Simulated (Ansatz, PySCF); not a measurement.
Caution, from a PySCF single point (B3LYP-D3(BJ)/def2-TZVPD) at this geometry: the highest occupied level lies above zero, so the state may not be bound. This singlet lies within 0.05 eV of the relaxed triplet at the level B3LYP-D3(BJ)/def2-TZVPD (PySCF).

Species: C2H3BCl, SMILES `C=C[B-]Cl` (near-degenerate singlet; C–C–B–Cl torsion 115°) (charge -1, multiplicity 1).

Problem. Give a relaxed geometry from B3LYP-D3(BJ)/def2-TZVPD run with Ansatz (a first-principles code).

Solution. One answer among several that fit: the end point of this relaxation, one of several conformers (outside a Z-matrix the atoms follow the SMILES, hydrogens last).
Bonds (Å): C1–C2 1.347, C1–H5 1.086, C1–H6 1.086, C2–B3 1.543, C2–H7 1.098, B3–Cl4 1.878. Bond angles (°): C2–C1–H5 121.1, C2–C1–H6 122.5, H5–C1–H6 116.4, C1–C2–B3 129.9, C1–C2–H7 116.6, B3–C2–H7 113.4, C2–B3–Cl4 108.2.
